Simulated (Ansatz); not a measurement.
Computed with Ansatz on PBE0-D4/def2-TZVP structures; ΔE is electronic, products minus reactants. CBS: MP2 limit from def2 TZ/QZ plus the TZ coupled-cluster correction, frozen cores. DFT in def2-TZVPP. For As outer-core shells are correlated without core-valence functions, which leaves a few kJ/mol of doubt a bond. Scalar relativity is left out up to krypton. Each species was taken in one conformer, which may not be the lowest.

Reaction (cleavage of the Si–As bond): `O[SiH2][AsH2]` + CH₃NH₂ → `CN[SiH2]O` + `[AsH3]`

`O[SiH2][AsH2]`:

Z-matrix (Å, degrees):
```
Si
As 1 2.354
O 1 1.651 2 105.3
H 1 1.491 2 108.2 3 119.5
H 1 1.490 2 113.5 3 -121.1
H 2 1.525 1 90.2 3 176.4
H 2 1.522 1 92.4 3 84.3
H 3 0.958 1 117.7 2 -173.7
```

CH₃NH₂:

Cartesian coordinates in Å:
```
C 0.436 0.025 0.364
N -0.855 -0.080 -0.295
H 1.295 0.177 -0.306
H 0.622 -0.882 0.943
H 0.414 0.856 1.072
H -0.860 -0.852 -0.949
H -1.052 0.756 -0.830
```

`CN[SiH2]O`:

Z-matrix (Å, degrees):
```
C
N 1 1.446
H 1 1.097 2 113.4
H 1 1.093 2 109.4 3 -120.0
H 1 1.094 2 111.4 3 121.9
Si 2 1.705 1 125.5 3 97.3
H 2 1.008 1 113.7 3 -65.2
O 6 1.652 2 118.0 1 -83.0
H 6 1.489 2 105.4 1 38.4
H 6 1.479 2 107.7 1 160.6
H 8 0.958 6 117.8 2 73.7
```

`[AsH3]`:

```xyz
4

As   -0.387    0.462   -0.203
H    -0.851   -0.734    0.617
H     0.433   -0.424   -1.129
H     0.804    0.696    0.715
```

CCSD(T)/CBS gives -0.42 eV.

Problem. Another level gave -0.44 eV. Which?
A. ωB97X-V/def2-TZVPP
B. PBE0/def2-TZVPP
C. CAM-B3LYP/def2-TZVPP
D. revPBE/def2-TZVPP

Solution. A. ωB97X-V -0.44, CAM-B3LYP -0.51, revPBE -0.29, PBE0 -0.35 eV.

Largest T1 diagnostic among the species: 0.011.

At CCSD(T), def2-SVP lies −0.08 eV from the extrapolated value and def2-TZVPP −0.03 eV. In def2-TZVPP, CCSD(T) changes the Hartree–Fock value by +0.06 eV (the triples alone add +0.01 eV) and MP2 by +0.06 eV.
